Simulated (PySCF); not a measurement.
## Working out the ionisation energy of V⁺

V⁺ [Ar] 3d4 (5D) → V²⁺ [Ar] 3d3 (4F). Calculation: PySCF 2.14, in def2-SVP (5s3p2d1f, 31 functions); the non-relativistic Hamiltonian (point nucleus). Frozen: [Ar]. Energies in hartree (1 hartree = 27.21139 eV):

```tsv
part	V⁺ (lower)	V²⁺ (upper)
UHF	-942.530043	-942.049601
MP2 opposite-spin	0.000000	0.000000
MP2 same-spin	-0.030589	-0.010040
```

Problem. What does Hartree-Fock give?

Solution. (-942.049601) − (-942.530043) = 0.480442 hartree = 13.073 eV.

Problem. What do MP2 and SCS-MP2 (6/5 opposite-spin, 1/3 same-spin) give?

Solution. The opposite-spin parts differ by 0.000 eV and the same-spin parts by 0.559 eV. MP2: 13.073 + (0.000) + (0.559) = 13.632 eV. SCS-MP2: 13.073 + 1.2 × (0.000) + (0.559)/3 = 13.259 eV.

Reference: 14.634 ± 0.007 eV (measured; NIST Atomic Spectra Database, ionization energies), between the lowest levels; spin-orbit coupling is absent from the calculation.

The calculation is non-relativistic.

A double-zeta basis recovers only part of the correlation energy.

What remains against the reference includes basis incompleteness, the frozen core and correlation beyond second order.
